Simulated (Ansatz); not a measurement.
Consider the formal exchange of groups at a Ge–Si bond: `B[SiH]([GeH3])C#N` + `[SbH3]` → `[GeH3][SbH2]` + `B[SiH2]C#N`.

Program: Ansatz. Geometries: PBE0-D4/def2-TZVP. ΔE: electronic, gas phase. CCSD(T)/CBS is the MP2 limit (def2-TZVPP, def2-QZVPP) plus CCSD(T) − MP2 in def2-TZVPP, frozen cores. Functionals use def2-TZVPP. def2 core potentials past Kr. For Ge, Sb outer-core shells are correlated without core-valence functions, which leaves a few kJ/mol of doubt a bond. Scalar relativity is left out up to krypton.

`B[SiH]([GeH3])C#N`:

```xyz
11

B     0.667    1.879   -0.272
Si    0.710   -0.108   -0.345
Ge   -1.561   -0.847   -0.121
C     1.628   -0.859    1.076
N     2.179   -1.320    1.978
H     0.371    2.491   -1.254
H     0.836    2.468    0.752
H     1.292   -0.694   -1.579
H    -2.380   -0.322   -1.310
H    -2.156   -0.308    1.186
H    -1.587   -2.381   -0.111
```

`[SbH3]`:

Cartesian coordinates in Å:
```
Sb -0.641 0.213 0.253
H -0.184 0.285 -1.391
H -0.031 -1.375 0.397
H 0.855 0.877 0.741
```

`[GeH3][SbH2]`:

Cartesian coordinates in Å:
```
Ge -0.488 -0.731 0.396
Sb 1.205 1.253 0.152
H -1.284 -0.987 -0.892
H 0.289 -2.006 0.767
H -1.470 -0.411 1.537
H 1.733 0.661 -1.361
H 0.015 2.221 -0.599
```

`B[SiH2]C#N`:

```xyz
8

B    -0.374    1.316   -0.656
Si   -0.251   -0.290    0.544
C     1.049   -1.489   -0.007
N     1.864   -2.217   -0.371
H     0.321    1.466   -1.612
H    -1.183    2.155   -0.393
H    -1.532   -1.044    0.564
H     0.106    0.104    1.931
```

```csv
level,ΔE (kcal/mol)
r2SCAN-D4,-4.3
PBE0,-5.0
r2SCAN0,-5.4
HF/def2-SVP,-8.4
```

Q: What does CCSD(T)/CBS give? (Estimate.)

A: The calculation gave: -6.1 kcal/mol. The listed levels differ from it by 1.8, 1.1, 0.7, -2.3 kcal/mol.

Largest T1 diagnostic among the species: 0.014.

From BLYP to BHLYP (50 % exact exchange), in def2-TZVPP and without D4, ΔE moves by −1.3 kcal/mol. In def2-TZVPP, CCSD(T) changes the Hartree–Fock value by +3.7 kcal/mol (the triples alone add +0.5 kcal/mol) and MP2 by +2.3 kcal/mol. The D4 term adds +0.8 kcal/mol with B3LYP and +0.5 kcal/mol with PBE0; it sums over pairs of atoms, weighted by their polarisabilities, and B3LYP, whose exchange is more repulsive, gets the larger term.

CCSD(T)/CBS has its own doubt, a few kJ/mol and more with outer-core shells, so smaller differences from it don't rank the levels.

B3LYP here is the variant with VWN-RPA as its local correlation; programs differ in this.
